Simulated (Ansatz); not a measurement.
Ansatz (a quantum-chemistry and plane-wave program) input (PBE-QIDH/def2-TZVPD):

Ansatz 0.2 input:
```yaml
crystal:
  periodic: [false, false, false]
  atoms:
    - {symbol: C, position_ang: [-1.88116160, -1.18629398, 0.06791425]}
    - {symbol: C, position_ang: [-0.91280781, -0.33881298, 0.88856773]}
    - {symbol: C, position_ang: [0.06372466, 0.55210195, 0.08570421]}
    - {symbol: C, position_ang: [0.96078474, 1.26635912, 1.04433622]}
    - {symbol: C, position_ang: [-0.72787585, 1.61180509, -0.71782299]}
    - {symbol: C, position_ang: [0.91110925, -0.26735458, -0.91632325]}
    - {symbol: C, position_ang: [1.72354987, -1.40428395, -0.30412126]}
    - {symbol: H, position_ang: [-2.53149025, -1.76365143, 0.72749209]}
    - {symbol: H, position_ang: [-2.52266539, -0.57442132, -0.56781796]}
    - {symbol: H, position_ang: [-1.35644545, -1.89547074, -0.57437710]}
    - {symbol: H, position_ang: [-1.48405685, 0.31473242, 1.55514965]}
    - {symbol: H, position_ang: [-0.32839683, -0.99243672, 1.54044760]}
    - {symbol: H, position_ang: [1.87542946, 1.72965609, 0.69594745]}
    - {symbol: H, position_ang: [0.64264743, 1.47462121, 2.05744559]}
    - {symbol: H, position_ang: [-0.04504396, 2.28665965, -1.23651415]}
    - {symbol: H, position_ang: [-1.36583023, 1.14053714, -1.46855325]}
    - {symbol: H, position_ang: [-1.35796377, 2.21021108, -0.05758519]}
    - {symbol: H, position_ang: [0.25386228, -0.66357047, -1.69466633]}
    - {symbol: H, position_ang: [1.58814539, 0.42799285, -1.42208092]}
    - {symbol: H, position_ang: [2.36941726, -1.03988493, 0.49710279]}
    - {symbol: H, position_ang: [1.08176641, -2.18025874, 0.11630657]}
    - {symbol: H, position_ang: [2.35668502, -1.87584006, -1.05782646]}
basis:
  gaussian:
    orbitals: def2-TZVPD
hamiltonian:
  xc: {name: PBE-QIDH}
magnetization: {spin_polarized: true, initial_magnetization: 1}
correlation: {electrons: outside_noble_gas}
```

End of the output:

```
integrals: 2.08 GiB planned
2773 factors; integrals over basis functions are off by at most 8.1e-4 eV
0.63 GiB of the device are held for the grids
3.15 GiB of device memory are held for the factors and their scratch space
mean field: 5.37 GiB planned
mean field evaluation 1: about -7474.9357 eV, gradient 3.9e1 eV
mean field evaluation 2: about -7474.9706 eV, gradient 3.9e1 eV
mean field evaluation 4: about -7482.6262 eV, gradient 3.9e0 eV
mean field evaluation 8: about -7482.7194 eV, gradient 3.1e-1 eV
mean field evaluation 16: about -7482.7208 eV, gradient 8.6e-4 eV
mean field -7482.72084043 eV, -274.9849189155 hartree, gradient 4.9e-6 eV, S^2 0.758479; 0 other end points of the search recorded, 0 dependent functions left out
7 core orbitals not correlated
reference -7482.72085923 eV, -274.9849196065 hartree; 22, 21 occupied and 365, 366 virtual orbitals, 2773 factors
second order -36.14382410 eV of doubles, -0.00000000 eV of singles
Total energy: -7494.76880060 eV, -275.4276732854 hartree
```

It need not be the lowest isomer of its formula.
